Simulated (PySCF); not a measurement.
Values are calculated unless marked as measured or tabulated.
Si2H6NO

The system: Si2H6NO, a small molecule (built as: end group O); neutral, doublet. The structure, one conformer, was relaxed in the gas phase by PBE0-D3(BJ)/def2-SVP. No frequency run checks that it is a minimum.

SMILES: [O]N([SiH3])[SiH3]

Coordinates in Å:
```
Si1     1.079   -1.205   -0.291
N2      0.204    0.107    0.558
Si3    -1.182    1.142    0.089
O4      0.654    0.356    1.747
H5      0.950   -2.459    0.502
H6      0.446   -1.359   -1.633
H7      2.511   -0.821   -0.420
H8     -0.746    2.565    0.123
H9     -2.292    0.917    1.056
H10    -1.592    0.745   -1.290
```

EPR values by unrestricted B3LYP, IGLO-III on N O Si, pcH-1 on H.

(1) Predict g and the largest hyperfine couplings. Where does the spin sit?

(2) How do the isotropic couplings move with BHandHLYP?

## Answers

(1) g = 2.0019, 2.0065, 2.0168. The spin sits on O4 (59 %, bonded to 1 N), N2 (36 %, bonded to 1 O + 2 Si) by Mulliken populations.
```
atom  isotope  isotropic (MHz)  dipolar, principal values (MHz)
  O4      17O            -44.7               -191.4, 93.7, 97.7
  N2      14N             11.3               -18.9, -18.2, 37.1
  H5       1H             22.1                  -2.6, -2.5, 5.1
  H7       1H             21.7                  -2.7, -2.5, 5.1
  H9       1H             21.6                  -2.7, -2.5, 5.2
  H8       1H             21.5                  -2.7, -2.5, 5.2
```

(2) O4 -44.7 to -76.7 MHz, N2 11.3 to 17.1 MHz, H5 22.1 to 16.7 MHz, H7 21.7 to 16.4 MHz.

The 2 runs behind this took 69 s in all, one thread each of Arm Neoverse V1 on a shared host, launched as `OMP_NUM_THREADS=1 python cluster_run.py task.json out`.
